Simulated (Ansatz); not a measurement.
The first iterations of a band of CH₄Al₂ClN (9 atoms, charge 0, multiplicity 1).

All numbers below come from UKS BLYP/def2-SVP (Ansatz).

```yaml
movable_images: 7
climbing_image: yes
spring: 5.0 eV/Å²
optimiser: quadratic models (default)
start_path: through a guess of the saddle point
force_threshold: 0.03 eV/Å
iteration_limit: 53
end_points: relaxed
```

Image 0:

```xyz
9
Properties=species:S:1:pos:R:3
N -1.384 -0.721 0.664
C -0.314 -0.121 0.208
Al 0.247 1.388 1.409
Al 0.456 -0.848 -1.501
Cl 2.179 -0.082 -2.492
H -1.697 -1.520 0.056
H -0.637 1.724 2.691
H 1.566 2.226 1.071
H -0.326 -2.093 -2.123
```

Image 8:

```xyz
9
Properties=species:S:1:pos:R:3
N -1.116 -0.040 0.550
C 0.047 -0.025 -0.054
Al 0.022 1.273 1.488
Al 0.610 -1.124 -1.619
Cl 2.526 -0.779 -2.456
H -1.912 -0.646 0.262
H 0.578 0.759 2.890
H -0.352 2.788 1.175
H -0.314 -2.253 -2.254
```

| iteration | highest image above the first end (eV) | largest band force component (eV/Å) |
| --- | --- | --- |
| 1 | 3.653 | 7.105 |
| 2 | 2.458 | 3.984 |
| 3 | 1.448 | 3.276 |
| 4 | 0.919 | 2.628 |
| 5 | 0.476 | 2.282 |
| 6 | 0.147 | 1.343 |

Problem. Does the band converge within its limit, and where does its top end?

Solution. It converged. It ended after 20 iterations with the highest image 0.000 eV above the first end. The highest image is an end point: on this band no image between the ends rises above it. Inner images lie up to 0.006 eV below the lower end, so the ends aren't the lowest states on this path.

Run time: 8.3 min on 2 threads of AMD EPYC 7R13 Processor (Zen 3) (shared host), peak memory 0.28 GiB.
